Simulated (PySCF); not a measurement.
Species: C₄H₇F₃Si.
Structure used (PBE0-D3(BJ)/def2-SVP), in Å, numbered top down from 1:
```xyz
15
C4H7F3Si angstrom
F      1.416   -0.944   -2.059
C      1.487   -0.120   -0.986
F      1.072    1.109   -1.412
C      0.611   -0.610    0.132
C     -0.881   -0.750   -0.278
C     -1.430    0.623    0.157
F     -2.723    0.598    0.606
Si     0.038    0.730    1.377
H      2.548   -0.033   -0.695
H      1.053   -1.529    0.542
H     -1.039   -1.016   -1.335
H     -1.365   -1.522    0.341
H     -1.346    1.356   -0.662
H      0.834    1.978    1.571
H     -0.289    0.113    2.695
```

Computed with PySCF at CAM-B3LYP/def2-SVPD, non-relativistic, on one gas-phase PBE0-D3(BJ)/def2-SVP geometry that isn't relaxed in the solvent. The solvent is an IEF-PCM continuum (cavity from Bondi-type radii × 1.2), and excitations are vertical TDDFT with non-equilibrium linear response and a frozen core. The model holds no explicit solvent molecules, cavitation or dispersion.

Gas-phase singlets (H = HOMO, L = LUMO):

```
state  E (eV)  λ (nm)      f          leading configurations
   S1   6.858     181  0.026                         H→L 83%
   S2   7.550     164  0.044            H-1→L 76%, H→L+3 14%
   S3   7.840     158  0.048            H→L+3 73%, H-1→L 14%
   S4   7.914     157  0.015  H→L+1 70%, H→L+2 14%, H→L+4 9%
   S5   8.247     150  0.005  H-2→L 55%, H-4→L 13%, H→L+2 9%
```

Problem. What are the lowest 5 singlets in benzene (ε = 2.271)?

Solution. 
```tsv
state	E (eV)	λ (nm)	f	leading configurations	change by rank (eV)
S1	6.874	180	0.035	H→L 86%	+0.016
S2	7.545	164	0.068	H-1→L 77%, H→L+3 14%	-0.005
S3	7.840	158	0.094	H→L+3 66%, H-1→L 14%	0.000
S4	7.940	156	0.011	H→L+1 69%	+0.026
S5	8.240	150	0.005	H-2→L 52%, H-1→L+3 13%, H-4→L 13%	-0.007
```

Problem. How do the frontier levels move from gas to benzene?

Solution. 
```
orbital  gas (eV)  solvent (eV)  change (eV)
 LUMO+2      1.54          1.67        +0.13
 LUMO+1      1.21          1.33        +0.12
   LUMO      0.62          0.80        +0.18
   HOMO     -9.54         -9.44        +0.10
 HOMO-1    -10.19        -10.03        +0.16
 HOMO-2    -10.98        -10.86        +0.12
 HOMO-3    -11.24        -11.11        +0.13
```

The HOMO–LUMO gap goes from 10.16 to 10.24 eV.
